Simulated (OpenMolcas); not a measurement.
## N+, P+, As+, Sb+, Bi+: ns2 np2 down the group

```json
{
  "Program": "OpenMolcas",
  "Method": "RASSCF",
  "Basis": "ANO-R3",
  "Scalar Hamiltonian": "X2C, finite nucleus",
  "Spin-orbit coupling": "state interaction with AMFI integrals over the reference wave functions, term energies averaged over their components"
}
```

Active space for each ion: 2 electrons in 9 orbitals (RAS2 p; RAS3 s d, at most 1 electron).

Computed levels in cm-1 above 3P0:

```tsv
Level	N+	P+	As+	Sb+	Bi+
3P1	47.1	146	900	2466	10649
3P2	140	424	2285	5161	15459
1D2	17793	11618	12495	14264	30480
1S0	43844	28340	28389	28408	43869
weight of 3P in the lowest level (%)	100	100	99	97	88
```

Mixed levels, with the weight of the term that names them: Bi+ 3P2 (63 %), Bi+ 1D2 (63 %).

Measured, with the error of the calculation in %. Measured levels: N+, P+, As+, Sb+ from NIST Handbook of Basic Atomic Spectroscopic Data.

| Level | N+ | P+ | As+ | Sb+ |
| --- | --- | --- | --- | --- |
| 3P1 | 48.7 (-3.1) | 165 (-11.3) | 1063 (-15.3) | 3055 (-19.3) |
| 3P2 | 131 (+7.4) | 469 (-9.6) | 2541 (-10.1) | 5658 (-8.8) |
| 1D2 | 15316 (+16.2) | 8882 (+30.8) | 10096 (+23.8) | 12790 (+11.5) |
| 1S0 | 32689 (+34.1) | 21576 (+31.4) | 22599 (+25.6) | 23906 (+18.8) |

The fine-structure level 3P2 changes by a factor of 110 from N+ to Bi+.

Without spin-orbit coupling 1D lies 17699, 11328, 10740, 9478, 9113 cm-1 above 3P in that order; the difference to the level 1D2, of either sign, comes from spin-orbit coupling, which also lowers the zero.

With the s shell closed, the reference lacks s² → p² mixing. Without dynamic correlation excited terms often stand tens of per cent too high (terms of higher spin than the ground term too low), and those without a measured partner can miss by more than the paired ones (holds for N+; P+; As+). No level of 2s2 2p 3d was computed, though it lies in the active space (holds for N+). Computed and measured levels are paired by configuration, term and J; levels that our copy of the source lacks, or whose pairing is in doubt (as where it misses far off the trend of its configuration), stay unpaired and out of the deviations. Where the source uses jj or jK labels, the order within each J decides. Levels of configurations outside the active space are missing.
